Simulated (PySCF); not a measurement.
Calculation: B3LYP-D3(BJ)/def2-TZVP // PBE0-D4/def2-TZVP run with PySCF. Gas-phase values, no solvent. B3LYP has the VWN-RPA correlation part, as in Gaussian. Delta-SCF ions had no search for a lower state. Excitations are Tamm–Dancoff values on a coarser integration grid. The basis has no diffuse functions, so Rydberg states are missing or too high.

Reference species (SMILES): `[SiH3]Cl` (neutral, multiplicity 1).

```json
{
  "HOMO–LUMO gap": "8.48 eV",
  "S1 excitation (TDA)": "7.28 eV",
  "vertical ionisation energy (Delta-SCF)": "11.43 eV"
}
```

Changed species: `CC#C[SiH2]Cl` (X = propynyl; the reference has X = H).

### Question
Predict the effect on the HOMO–LUMO gap, S1 excitation (TDA) and vertical ionisation energy (Delta-SCF).

### Answer
the HOMO–LUMO gap decreases by 1.41 eV, to 7.07 eV; the S1 excitation (TDA) decreases by 1.63 eV, to 5.65 eV; the vertical ionisation energy (Delta-SCF) decreases by 1.49 eV, to 9.94 eV.
